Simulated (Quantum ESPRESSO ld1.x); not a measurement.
Q: The mean radii <r> (bohr) of the occupied orbitals of an atom or ion are listed with their occupations. Method: Dirac Kohn-Sham, PBEsol, spin-unpolarised, spherical densities, point nucleus; computed with ld1.x of Quantum ESPRESSO 7.5.

| orbital | occ. | <r> |
|---|---|---|
| 1s1/2 | 2 | 0.02782 |
| 2s1/2 | 2 | 0.1195 |
| 2p1/2 | 2 | 0.1008 |
| 2p3/2 | 4 | 0.1064 |
| 3s1/2 | 2 | 0.3220 |
| 3p1/2 | 2 | 0.3124 |
| 3p3/2 | 4 | 0.3238 |
| 3d3/2 | 4 | 0.2947 |
| 3d5/2 | 6 | 0.2984 |
| 4s1/2 | 2 | 0.7646 |
| 4p1/2 | 2 | 0.8014 |
| 4p3/2 | 4 | 0.8301 |
| 4d3/2 | 4 | 0.9622 |
| 4d5/2 | 6 | 0.9742 |
| 5s1/2 | 2 | 1.976 |
| 5p1/2 | 2 | 2.286 |

Name the element and its charge. Open shells, if any, fill j = l - 1/2 first.

A: Z = 52, tellurium, charge +2: Te2+ in [Kr] 4d10 5s2 5p2. The 1s radius gives Z: for a bare nucleus <r> = (2 gamma + 1)/(2Z) with gamma = sqrt(1 - (Z/c)^2), 0.02741 bohr for Z = 52, and screening makes it slightly larger (0.02782 here). The occupations add up to 50, and the charge is Z minus that.
